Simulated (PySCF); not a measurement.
**NMR problem set**

Method: geometry: PBE0-D3(BJ)/def2-SVP, shielding tensors at PBE0/pcSseg-1 (GIAO), B3LYP/pcJ-1 coupling constants (spin–dipole term left out of most H,H and C,H couplings), in PySCF 2.14 (a single conformation, non-relativistic, no solvent, rapidly exchanging positions averaged).

Chemical shifts δ = σref − σ; 1H (σ = 31.27 ppm), 13C (σ = 184.41 ppm) against TMS, all at this level. Multiplet labels drop J under 1 Hz and among equivalent protons, and merge close values. Unscaled 3J(H,H) run several per cent high. Where no couplings were computed, multiplicities follow the n + 1 count of equivalent neighbours, and m marks all less simple cases (inequivalent or close neighbours, rings, F or P nearby). Couplings to H on boron are left out. Carbons bonded to boron are broad in practice. Shifts are as computed. Against solution values, carbons near 30 ppm lie about +2 ppm off and those near 130 ppm about +5 ppm. Of 1309 compounds with measured shifts, 239 miss one by over three times the rms of a fit or turn the order of signals round; such compounds aren't used in these exercises.

(1) C$_{6}$H$_{10}$. 1H NMR (500 MHz, computed): δ 6.55 (m, 1H), 6.00 (tq, J = 12.4, 2.5 Hz, 1H), 5.71 (d of q of quint, J = 15.7, 8.2, 1.1 Hz, 1H), 5.41 (d of q of sext, J = 12.5, 8.6, 1.4 Hz, 1H), 1.90 (ddd, J = 8.2, 2.3, 1.4 Hz, 3H), 1.84 (ddd, J = 8.6, 2.5, 1.1 Hz, 3H). 13C{1H} NMR (computed): δ 137.1 (CH), 136.8 (CH), 133.3 (CH), 132.2 (CH), 21.7 (CH3), 16.0 (CH3). Give a structure.

(2) C$_{5}$H$_{12}$B$_{2}$O$_{2}$. 1H NMR (400 MHz, computed): δ 4.19 (m, 2H), 4.12 (m, 2H), 4.03 (br, 1H), 1.20 (m, 1H), 1.01 (s, 6H). 13C{1H} NMR (computed): δ 64.7 (CH2), 39.5 (CH), 16.2 (CH3). Identify the compound.

Results:

(1) cis-2,trans-4-hexadiene (SMILES C/C=C\C=C\C). Rings plus π bonds: 2 (no ring in the answer). 6 carbon signals for 6 carbons: no two carbons are equivalent. Carbon types of the structure: 4 × CH, 2 × CH3, which accounts for all hydrogens. δC 137.1, 136.8, 133.3, 132.2: alkene CH; as expected for a trigonal carbon in a double bond. δC 21.7, 16.0: allylic methyl carbon; a saturated carbon with 1 carbon neighbour and no heteroatom attached. δH 6.55, 6.00, 5.71, 5.41: hydrogen on an alkene CH; olefinic region. δH 1.90, 1.84: hydrogen on an allylic methyl carbon; allylic position. The protons at 5.41 and 6.00 share a coupling of 12.5 Hz (vicinal, cis across C=C). The protons at 1.84 and 5.41 share a coupling of 8.6 Hz (vicinal). The protons at 5.71 and 1.90 share a coupling of 8.2 Hz (vicinal).

This is the structure that produced the data.

(2) SMILES CB(C)C1COBOC1. 3 carbon signals for 5 carbons: some carbons are equivalent by symmetry or fast rotation. Carbon types of the structure: 1 × CH, 2 × CH2, 2 × CH3, leaving 1 H on heteroatoms. δC 64.7: sp3 CH2 bonded to O; pulled downfield by the heteroatom. δC 39.5: sp3 CH bonded to B. δH 4.19, 4.12: hydrogen on an sp3 CH2 bonded to O; its carbon carries O, which withdraws density. δH 4.03: hydrogen on a boron bonded to 2 O, in a 6-membered ring.

The data come from this structure; uniqueness wasn't tested.
